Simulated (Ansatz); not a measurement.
Basis sets compared for Zn7H20Se7. Charge 0, multiplicity 1. Geometry r2SCAN-D4/def2-SVP. Ansatz on 4 threads of AMD EPYC 7R13 on a shared host and a share (37 GiB) of an NVIDIA H100 80GB HBM3; times are rough, and most runs start from earlier orbitals.

```xyz
34

Zn   -0.291   -1.690    1.987
Zn   -0.154    0.333   -3.743
Zn    2.671   -1.501    2.279
Zn   -2.551   -2.030    0.609
Zn   -1.950    2.210    1.883
Zn    1.317    2.805    1.334
Zn    1.836    0.901    3.071
Se   -2.224   -1.129   -3.146
Se   -0.214   -1.931   -0.587
Se   -0.571    0.407    3.336
Se    1.896   -1.112   -3.026
Se   -0.169    1.918   -1.721
Se    2.248    0.411    0.486
Se   -2.689    0.508    0.179
H     1.153   -2.321    2.476
H    -1.804   -2.375    2.155
H    -0.108    0.885   -5.198
H     3.948   -2.351    2.017
H    -3.733   -2.895    0.085
H    -2.938    3.211    2.537
H    -0.326    2.418    1.428
H     1.922    3.948    0.463
H     2.721   -0.337    3.661
H     1.994    2.529    2.977
H    -1.675   -2.321   -3.821
H    -2.890   -0.723   -4.412
H     0.214   -3.326   -0.395
H    -0.732   -0.373    4.578
H     1.311   -2.363   -3.538
H     2.574   -0.891   -4.332
H     0.934    2.735   -2.275
H    -1.179    2.788   -2.358
H     3.597    0.983    0.675
H    -4.140    0.680    0.337
```

Single mean-field runs in def2-SVP, def2-TZVP are fitted with def2-universal-jkfit. In the singlet geometry the species has come apart into loosely held pieces.

Binding counts from free atoms (Zn singlet, Se triplet, H doublet) in the same basis, without a counterpoise term.

```tsv
level	functions	energy (Eh)	HOMO (eV)	LUMO (eV)	binding per atom (eV)	wall time
PBE-D4/def2-SVP	541	-29270.5112	-5.44	-2.23	2.20	9 s
PBE0-D4/def2-SVP	541	-29271.2719	-6.56	-1.42	2.18	11 s
```

Question: Estimate the rows for PBE-D4/def2-TZVP (with forces), PBE0-D4/def2-TZVP (with forces).

Answer: 
```tsv
level	functions	energy (Eh)	HOMO (eV)	LUMO (eV)	binding per atom (eV)	wall time
PBE-D4/def2-TZVP (with forces)	792	-29274.4237	-5.70	-2.40	2.12	10 s
PBE0-D4/def2-TZVP (with forces)	792	-29275.1112	-6.76	-1.59	2.12	19 s
```
